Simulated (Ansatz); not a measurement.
C$_{2}$H$_{7}$BGeO, relaxed with RKS PBE-D4/def2-SVP in the Gaussian-basis code of Ansatz from a rough embedded geometry. The force threshold is 0.03 eV/Å; the program also tests the step.

Total charge 0; spin multiplicity 1. The bonds changed during the relaxation, so this is another structure than the one it started from.

Start:

```xyz
12

B    -1.614    0.254   -0.307
C    -0.122   -0.047   -0.170
C     0.873    0.938   -0.712
O     0.206   -1.369   -0.520
Ge    0.435   -1.085    1.364
H    -2.095    1.342   -0.044
H    -2.425   -0.597   -0.616
H     0.824    1.880   -0.230
H     0.675    1.156   -1.843
H     1.932    0.569   -0.657
H     1.949   -1.155    1.649
H    -0.637   -1.886    2.086
```

| step | energy (eV) | largest force (eV/Å) | largest move (Å) |
| --- | --- | --- | --- |
| 1 | -61402.0158 | 2.312 | 0.000 |
| 2 | -61402.3672 | 0.953 | 0.123 |
| 3 | -61402.5205 | 0.633 | 0.195 |
| 4 | -61402.6521 | 0.622 | 0.196 |
| 5 | -61402.8252 | 0.744 | 0.195 |
| 6 | -61402.9891 | 0.835 | 0.195 |
| 7 | -61403.1146 | 1.001 | 0.195 |
| 8 | -61403.2516 | 0.594 | 0.194 |
| 9 | -61403.4057 | 0.645 | 0.195 |
| 10 | -61403.5193 | 0.485 | 0.196 |
| 11 | -61403.6008 | 0.487 | 0.199 |
| 12 | -61403.6458 | 0.536 | 0.196 |
| 13 | -61403.6873 | 0.338 | 0.200 |
| 14 (rejected) | -61403.6531 | 0.640 | 0.200 |
| 15 | -61403.7117 | 0.126 | 0.100 |
| 16 | -61403.7205 | 0.082 | 0.100 |
| 17 | -61403.7227 | 0.224 | 0.086 |
| 18 | -61403.7272 | 0.101 | 0.017 |
| 19 | -61403.7285 | 0.071 | 0.027 |
| 20 | -61403.7296 | 0.092 | 0.030 |
| 21 | -61403.7298 | 0.046 | 0.028 |
| 22 | -61403.7300 | 0.064 | 0.013 |
| 23 | -61403.7303 | 0.018 | 0.004 |

End:

```xyz
12

B    -1.188    0.188    0.303
C     0.298    0.177   -0.280
C     0.887    1.005   -1.370
O     1.074   -0.677    0.294
Ge   -0.412   -1.355    1.505
H    -1.451    1.221    0.915
H    -2.063   -0.119   -0.500
H     0.706    2.079   -1.157
H     0.338    0.791   -2.313
H     1.968    0.809   -1.507
H     0.239   -1.231    2.923
H    -0.394   -2.887    1.186
```

Run time 30 s (4 threads of an Arm Neoverse V2 on a shared host); peak host memory 0.18 GiB.
